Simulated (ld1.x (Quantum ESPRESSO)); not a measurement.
Os: one change to a TM potential, before and after

| Property | Result |
| --- | --- |
| Element | Os |
| Generator | ld1.x (Quantum ESPRESSO) 7.5 |
| Type | norm-conserving Troullier–Martins (Kleinman–Bylander form) |
| Functional | LDA (PZ) |
| Relativity | scalar-relativistic |
| Frozen core | [Kr] 4d10 4f14 5s2 |
| Valence charge | 14 |
| Reference configuration | 5p6 5d6 6s2 6p0 |
| Partial waves | 6s (bound): rc 2.70 bohr; 5p (bound): rc 1.80 bohr; 5d (bound): rc 1.60 bohr |
| Local potential | all-electron potential smoothed inside 2.10 bohr (lloc = -1) |
| Core correction | none |

Change: wave 5d (bound): rc 1.60 bohr becomes 5d (bound): rc 1.04 bohr.

Cutoffs: the cutoffs (Ry, on a coarse ladder) from which the occupation-weighted sum of valence levels, in a spherical-Bessel basis at the reference potential, stays within 10 and 1 mRy of its value at 400 Ry; they do not see the model core or the augmentation charge, which bear on the density cutoff. Errors are all-electron minus pseudo energies relative to the spin-unpolarised reference configuration.

Task: Predict the effect on cutoff, ghosts and configuration errors.

Result: The potential gets harder (40 Ry and 60 Ry → 160 Ry and 230 Ry); both files keep a bound ghost (s); of the 9 tests that both files solve, the error grows in 2 and shrinks in 0 by more than 15 % and 0.3 meV (median size 29.9 → 30.4 meV). A smaller radius makes the pseudo-wave follow the all-electron one further in, where it bends more sharply, so more plane waves are needed.

| quantity | base | changed |
| --- | --- | --- |
| cutoff, loose | 40 Ry | 160 Ry |
| cutoff, tight | 60 Ry | 230 Ry |
| loose cutoff by channel (10 mRy a level) | s 10 Ry, p 25 Ry, d 30 Ry | s 10 Ry, p 25 Ry, d 120 Ry |
| bound ghosts | s | s |
| error for 5p6 5d6 6s1 6p0, meV [ΔE 9.86 eV] | -8.1 | -8.2 |
| error for 5p6 5d6 6s0 6p0, meV [ΔE 27.15 eV] | -30 | -30 |
| error for 5p6 5d5 6s0 6p0, meV [ΔE 56.30 eV] | +3.9 | +7.3 |
| error for 5p6 5d6 6s1 6p1, meV [ΔE 5.14 eV] | -3.0 | -3.1 |
| error for 5p6 5d6 6s0 6p1, meV [ΔE 16.11 eV] | -20 | -20 |
| error for 5p6 5d7 6s0 6p0, meV [ΔE 9.40 eV] | -53 | -56 |
| error for 5p6 5d4 6s0 6p0, meV [ΔE 98.10 eV] | +46 | +54 |
| error for 5p6 5d6 6s2 6p0 (spin-polarised), meV [ΔE -2.02 eV] | +337 | +322 |
| error for 5p6 5d6 6s1 6p0 (spin-polarised), meV [ΔE 6.90 eV] | +404 | +388 |
| s: phases at 2.97 bohr within 0.05 rad from the reference energy up to (Ry; the scan ends near 5) | 2.8 | 2.8 |
| p: phases at 2.97 bohr within 0.05 rad from the reference energy up to (Ry; the scan ends near 5) | 4.5 | 4.5 |
| d: phases at 2.97 bohr within 0.05 rad from the reference energy up to (Ry; the scan ends near 5) | to the end of the scan | to the end of the scan |

Changed file: These tests converged, but a pseudo level misses the all-electron one widely, so the file describes the atom poorly there or has found another state: 5p6 5d4 6s0 6p0: empty 6s by 6.3 eV. A true bound ghost makes a file unfit for plane-wave use even where its test errors are small: the radial tests pick states by their node count and pass the ghost by.
